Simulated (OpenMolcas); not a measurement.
A calculation on Sn²⁺.

```
Program             : OpenMolcas 26.06
Method              : CASSCF
Basis               : ANO-RCC-VTZP [7s6p4d2f1g]
Scalar Hamiltonian  : DKH2, point nucleus
Active space        : 2 electrons in 4 orbitals (5s 5p)
State averaging     : 2S+1 = 3 even, 3 roots; 2S+1 = 1 even, 7 roots; 2S+1 = 3 odd, 3 roots; 2S+1 = 1 odd, 3 roots
Spin-orbit coupling : state interaction with AMFI integrals over the reference wave functions, term energies averaged over their components
```

**Question.** Which level of the active space comes out lowest?

**Answer.** 5s2 1S0, with 100 % of that term; it is also the measured ground level.

**Question.** How high does 5p2 3P2 lie?

**Answer.** 128110 cm-1 above the lowest level; measured 134567 cm-1 above the ground level, so the calculation is off by -5 %.

**Question.** How high does 5s 5p 3P* 0 lie?

**Answer.** 48732 cm-1 above the lowest level; measured 53548 cm-1 above the ground level, so the calculation is off by -9 %.

**Question.** How high does 5s 5p 3P* 1 lie?

**Answer.** 50204 cm-1 above the lowest level; measured 55196 cm-1 above the ground level, so the calculation is off by -9 %.

Measured values: Moore, Atomic Energy Levels, vol. III, NSRDS-NBS 35 (1971 reprint of NBS Circular 467, 1958).

The ¹D term of p² mixes with s d, which this space lacks. Computed and measured levels are paired by configuration, term and J; levels that our copy of the source lacks, or whose pairing is in doubt (as where it misses far off the trend of its configuration), stay unpaired and out of the deviations. Only configurations of the active space appear.

* marks odd parity.
